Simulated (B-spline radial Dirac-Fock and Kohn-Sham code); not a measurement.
**Ba²⁺ 4s: cross section and angular parameters**

System: barium as Ba²⁺, [Kr] 4d10 5s2 5p6; threshold 269.2 eV (orbital energy of the model). Calculated with a B-spline atomic structure program, using Dirac-Hartree-Slater photoionisation with a Latter tail; cross sections with all multipoles, angular parameters from the dipole term and its interference with E2.

```
hν (eV)  σ (kb)      β       γ
    311     128  1.942   0.368
    376     107  1.954   0.416
    400     101  1.957   0.422
    426    94.7  1.960   0.427
    457    87.5  1.963   0.430
    472    84.2  1.964   0.430
    485    81.4  1.965   0.429
    487       ?      ?       ?
    600    62.2  1.970   0.410
    905    34.6  1.977   0.324
   1000    29.6  1.978   0.294
   1820    11.0  1.983   0.081
   4000    2.62  1.986  -0.115
   4500    2.09  1.987  -0.113
 5414.7    1.46  1.987  -0.086
   6940   0.892  1.987   0.007
 9251.7   0.496  1.987   0.202
  10700   0.366  1.987   0.341
  12600   0.258  1.987   0.532
  14100   0.202  1.987   0.683
  15000   0.176  1.987   0.773
```

Question: Give the values at 487 eV.

Answer: σ = 81.0 kb, β = 1.965, γ = 0.429. For an s subshell δ is negligible.
